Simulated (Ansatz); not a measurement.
C₆H₁₂F₄Si₄⁺, that is (FSi)4CH26 adamantane with one electron fewer. Total charge 1; doublet. Geometry PBE0-D4/def2-SVP; atoms count from 1.

| atom | x (Å) | y (Å) | z (Å) |
| --- | --- | --- | --- |
| Si1 | 0.328 | 0.610 | 1.701 |
| F2 | 0.287 | 1.416 | 3.098 |
| C3 | 1.836 | 0.905 | 0.689 |
| Si4 | 1.622 | 0.168 | -1.029 |
| F5 | 2.975 | 0.377 | -1.883 |
| C6 | 1.156 | -1.632 | -0.889 |
| Si7 | -0.408 | -1.881 | 0.096 |
| F8 | -0.806 | -3.440 | 0.215 |
| C9 | -0.197 | -1.149 | 1.816 |
| C10 | -1.821 | -0.926 | -0.701 |
| Si11 | -1.355 | 0.841 | -0.911 |
| F12 | -2.571 | 1.810 | -1.342 |
| C13 | -1.185 | 1.672 | 0.911 |
| C14 | 0.214 | 1.126 | -1.828 |
| H15 | 2.678 | 0.413 | 1.213 |
| H16 | 2.077 | 1.979 | 0.625 |
| H17 | 1.027 | -2.058 | -1.900 |
| H18 | 1.982 | -2.191 | -0.415 |
| H19 | -1.125 | -1.257 | 2.404 |
| H20 | 0.599 | -1.689 | 2.364 |
| H21 | -2.030 | -1.328 | -1.711 |
| H22 | -2.747 | -1.034 | -0.111 |
| H23 | -0.934 | 2.743 | 0.845 |
| H24 | -2.112 | 1.556 | 1.496 |
| H25 | 0.053 | 0.771 | -2.864 |
| H26 | 0.458 | 2.201 | -1.888 |

Problem. Estimate the Mulliken populations from the PBE0/def2-SVP orbitals of Ansatz.

Solution. 
```csv
atom,charge (e),spin (α − β)
Si1,0.73,0.06
F2,-0.26,0.07
C3,-0.46,0.02
Si4,0.73,0.00
F5,-0.29,0.00
C6,-0.46,0.00
Si7,0.73,0.00
F8,-0.30,0.00
C9,-0.46,0.02
C10,-0.46,0.02
Si11,0.73,0.06
F12,-0.26,0.07
C13,-0.38,0.67
C14,-0.46,0.02
H15,0.16,0.00
H16,0.15,0.00
H17,0.15,0.00
H18,0.15,0.00
H19,0.15,0.00
H20,0.16,0.00
H21,0.16,0.00
H22,0.15,0.00
H23,0.18,-0.03
H24,0.18,-0.03
H25,0.16,0.00
H26,0.15,0.00
```
Mulliken values depend strongly on the basis.

Problem. Where does the spin sit?

Solution. Summed by element: Si 0.12, F 0.15, C 0.76, H -0.04, of 1 unpaired in all. Largest on single atoms: C13 0.67, F12 0.07, F2 0.07.

Problem. And the Mayer bond orders between heavy atoms (over 0.3)?

Solution. Si1–F2 1.13 (1.61 Å); Si1–C3 0.99 (1.84 Å); Si1–C9 0.99 (1.84 Å); Si1–C13 0.66 (2.01 Å); C3–Si4 0.89 (1.88 Å); Si4–F5 1.14 (1.61 Å); Si4–C6 0.95 (1.86 Å); Si4–C14 0.89 (1.88 Å); C6–Si7 0.95 (1.86 Å); Si7–F8 1.14 (1.61 Å); Si7–C9 0.89 (1.88 Å); Si7–C10 0.89 (1.88 Å); C10–Si11 0.99 (1.84 Å); Si11–F12 1.12 (1.61 Å); Si11–C13 0.66 (2.01 Å); Si11–C14 0.99 (1.84 Å).
